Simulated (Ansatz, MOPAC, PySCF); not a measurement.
Ligands exchanged one at a time, Al OH-SiH3. Gas-phase values, no solvent. One relaxed conformer stands for each flexible species; it need not be the lowest. Strings in code marks are SMILES.

Quantity: vertical ionisation energy (energy after one electron is removed minus that of the parent at the parent's geometry), in eV.

Level 1: B3LYP-D3(BJ)/def2-TZVP (PySCF)
Level 2: frozen-core MP2/cc-pVTZ // B3LYP-D3(BJ)/def2-TZVP (Ansatz, a first-principles code)
Level 3: minus the HOMO energy of AM1 // B3LYP-D3(BJ)/def2-TZVP (MOPAC)
Level 4: HF/cc-pVTZ // B3LYP-D3(BJ)/def2-TZVP (Ansatz)

| species | level 1 | level 2 | level 3 | level 4 |
|---|---|---|---|---|
| `[OH][Al]([OH])[SiH3]` (H–O–Al–Si torsion 180°, Si–Al–O–H torsion -180°) | 10.24 | 10.20 | 10.41 | 9.41 |
| `[OH][Al]([OH])[OH]` | 11.27 | 12.33 | 11.89 | 10.55 |
| `[OH][Al]([SiH3])[SiH3]` (H–O–Al–Si torsion 180°) | 8.88 | 9.10 | 9.28 | 8.37 |
